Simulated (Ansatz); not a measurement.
System: chloro(dimethoxy)borane, C2H6BClO2, net charge 0, singlet state. SMILES: COB(Cl)OC
Coordinates optimised at B3LYP-D3(BJ)/def2-TZVP (Ansatz, an electronic-structure program):
```xyz
12

B     -0.0155    -0.0085    -0.3331
Cl     0.0682     0.0374     1.4650
O     -1.1994    -0.1069    -0.9677
C     -2.4589    -0.1821    -0.3103
O      1.1041     0.0547    -1.0791
C      2.4190     0.1602    -0.5462
H     -3.2184    -0.2534    -1.0860
H     -2.5118    -1.0618     0.3327
H     -2.6379     0.7089     0.2933
H      2.6554    -0.6993     0.0828
H      2.5293     1.0714     0.0435
H      3.1031     0.1901    -1.3917
```

Wanted: vertical ionisation energy (to the doublet state of charge +1; each state is the SCF solution reached for its spin; the UHF <S^2> is 0.89 for the doublet (pure: 0.75); for the doublet the Hartree-Fock reference is unstable and T1 is 0.025), in eV. Valence correlation only, unless marked. UHF or UKS for open shells. Spin-orbit coupling is left out. No relativistic terms. 

```
level                    program  vertical ionisation energy (eV)
-----------------------  -------  -------------------------------
HF/aug-cc-pV(Q+d)Z        Ansatz                            10.17
RI-HF/aug-cc-pV(T+d)Z     Ansatz                            10.17
SVWN5/def2-TZVPD          Ansatz                            10.16
PBE/def2-TZVPD            Ansatz                             9.99
r2SCAN/def2-TZVPD         Ansatz                            10.18
B3LYP/def2-TZVPD          Ansatz                            10.45
PBE0/def2-TZVPD           Ansatz                            10.47
BHLYP/def2-TZVPD          Ansatz                            10.75
CAM-B3LYP/def2-TZVPD      Ansatz                            10.74
wB97M-V/def2-TZVPD        Ansatz                            10.79
wB97X-V/def2-TZVPD        Ansatz                            10.82
B2PLYP/def2-TZVPD         Ansatz                            10.67
RI-MP2/aug-cc-pV(T+d)Z    Ansatz                            11.62
RI-MP2/aug-cc-pV(Q+d)Z    Ansatz                            11.69
CCSD/aug-cc-pV(D+d)Z      Ansatz                            10.87
CCSD/aug-cc-pV(T+d)Z      Ansatz                            11.02
CCSD(T)/aug-cc-pV(D+d)Z   Ansatz                            10.81
CCSD(T)/aug-cc-pV(T+d)Z   Ansatz                            10.97
```
